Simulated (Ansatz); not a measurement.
Isolated molecules relaxed with PBE0-D4/def2-TZVP in Ansatz; ΔE leaves out vibrations. CCSD(T)/CBS adds triple-zeta CCSD(T) − MP2 to the extrapolated MP2 energy (def2 sets, frozen cores). DFT in def2-TZVPP. B3LYP here is the variant with VWN-RPA as its local correlation; programs differ in this. def2 core potentials past Kr. For Br, In, Zn outer-core shells are correlated without core-valence functions, which leaves a few kJ/mol of doubt a bond. Scalar relativity is left out up to krypton. One conformer a species, not always the lowest.

`[SiH3][O][In]([SH])[Br]` + `[CH3][Zn][N](C)C` → `[CH3][In]([SH])[Br]` + `C[N](C)[Zn][O][SiH3]`  (redistribution)

Task: Is it downhill or uphill in electronic energy at CCSD(T)/CBS, and by how much? (An estimate is asked.)

Result: Computed: Downhill: ΔE = -24.0 kJ/mol.

Task: What do these levels give: PBE0-D4, B3LYP-D4, ωB97X-V, PBE, B3LYP, MP2/def2-TZVPP, SCS-MP2/def2-TZVPP, CCSD/def2-TZVPP, CCSD(T)/def2-TZVPP, MP2/def2-QZVPP, SCS-MP2/def2-QZVPP, HF/CBS(def2)? (Estimate.)

Result: Computed: PBE0-D4 -24.6, B3LYP-D4 -23.1, ωB97X-V -25.0, PBE -20.3, B3LYP -24.9, MP2/def2-TZVPP -27.2, SCS-MP2/def2-TZVPP -28.4, CCSD/def2-TZVPP -29.7, CCSD(T)/def2-TZVPP -26.7, MP2/def2-QZVPP -26.2, SCS-MP2/def2-QZVPP -27.6, HF/CBS(def2) -38.0 kJ/mol.

Largest T1 diagnostic among the species: 0.015.

In def2-TZVPP, CCSD(T) changes the Hartree–Fock value by +9.5 kJ/mol (the triples alone add +3.0 kJ/mol) and MP2 by +9.0 kJ/mol. From PBE to PBE0 (25 % exact exchange), in def2-TZVPP and without D4, ΔE moves by −5.4 kJ/mol.
